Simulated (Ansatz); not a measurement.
`B[SiH2]C(O)F` + H₂ → `OC(F)[SiH3]` + BH₃ at 700 K and 1 bar (hydrogenolysis of the Si–B bond).

Computed with Ansatz on PBE0-D4/def2-TZVP structures; ΔE is electronic, products minus reactants. CCSD(T)/CBS adds triple-zeta CCSD(T) − MP2 to the extrapolated MP2 energy (def2 sets, frozen cores). This one scheme is used for every species. One conformer a species, not always the lowest.

```csv
species,CCSD(T)/CBS energy (Eh),H − E (kJ/mol),S (J/(mol·K))
`B[SiH2]C(O)F`,-530.44445,271.4,485.9
H₂,-1.17544,46.8,155.3
`OC(F)[SiH3]`,-505.08050,221.3,411.3
BH₃,-26.55200,96.5,225.0
```

H − E and S are ideal-gas, rigid-rotor, harmonic terms from PBE0-D4/def2-TZVP, for one conformer and one mirror image of each species. The MP2-based limit puts H₂ 0.8 mEh under its directly extrapolated value; such offsets cancel only in part. 1 Eh = 2625.50 kJ/mol, R = 8.31446 J/(mol·K).

Problem. By hand: ΔE, ΔH, ΔS and ΔG.

Solution. ΔE = (-505.08050) + (-26.55200) − (-530.44445) − (-1.17544) = -0.01261 Eh = -33.1 kJ/mol. Δ(H − E) = 221.3 + 96.5 − 271.4 − 46.8 = -0.4, so ΔH = -33.5 kJ/mol. ΔS = 411.3 + 225.0 − 485.9 − 155.3 = -4.9 J/(mol·K). ΔG = -33.5 − 700 × (-4.9)/1000 = -30.1 kJ/mol.

Problem. By hand: the equilibrium constant, and the temperature at which ΔG would vanish if ΔH and ΔS stayed fixed.

Solution. log₁₀ K = −ΔG/(RT ln 10) = 2.2. ΔG = 0 at ΔH/ΔS = 6837 K, far beyond where these terms or the molecules hold.

The number of gas molecules stays the same, so ΔS is small and ΔH decides. A doubt of 5 kJ/mol in ΔE shifts log₁₀ K by 0.4 here. Other conformers and mirror images would add mixing entropy, several J/(mol·K) or more a flexible species. These are equilibria of isolated gas molecules and say nothing of rates. Largest T1 diagnostic: 0.012 (customary marks: 0.02 for closed shells, 0.045 for open ones).
